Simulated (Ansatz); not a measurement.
Basis sets compared for cis-NiBr2(NH3)2 (NiBr₂N₂H₆). Total charge 0; singlet. Geometry PBE-D4/def2-SVP. Ansatz on 4 threads of Arm Neoverse V2 on a shared host; times are rough, and most runs start from earlier orbitals.

```tsv
atom	x (Å)	y (Å)	z (Å)
Ni1	0.5959	-0.4207	-0.3364
Br2	2.2534	-1.7843	0.5223
Br3	1.2895	-0.7163	-2.5217
N4	-0.7992	0.7421	-1.0560
H5	-0.7074	1.7401	-0.8106
H6	-1.7743	0.4683	-0.8597
H7	-0.6432	0.6609	-2.0814
N8	-0.0010	-0.1770	1.5077
H9	0.7258	-0.6945	2.0427
H10	-0.9100	-0.6105	1.7324
H11	-0.0295	0.7918	1.8609
```

At PBE0-D4/def2-TZVP a triplet of charge 0 lies 0.80 eV below the restricted singlet, each at its own geometry.

```
                            level  functions  energy (Eh)  HOMO (eV)  LUMO (eV)  wall time
                  PBE-D4/def2-SVP        153   -6767.8491      -4.10      -2.85      1.9 s
                 PBE-D4/def2-TZVP        239   -6768.8378      -4.70      -3.34      3.5 s
r2SCAN-D4/def2-TZVP (with forces)        239   -6769.8683      -5.02      -3.25        8 s
                 PBE0-D4/def2-SVP        153   -6768.0263      -6.09      -1.56      3.4 s
```

Problem. Estimate the rows for PBE-D4/def2-TZVPD, r2SCAN-D4/def2-TZVPD, PBE0-D4/def2-TZVPD.

Solution. 
```csv
level,functions,energy (Eh),HOMO (eV),LUMO (eV),wall time
PBE-D4/def2-TZVPD,290,-6768.8419,-4.80,-3.43,5.5 s
r2SCAN-D4/def2-TZVPD,290,-6769.8713,-5.08,-3.31,11 s
PBE0-D4/def2-TZVPD,290,-6769.0021,-6.54,-2.14,11 s
```
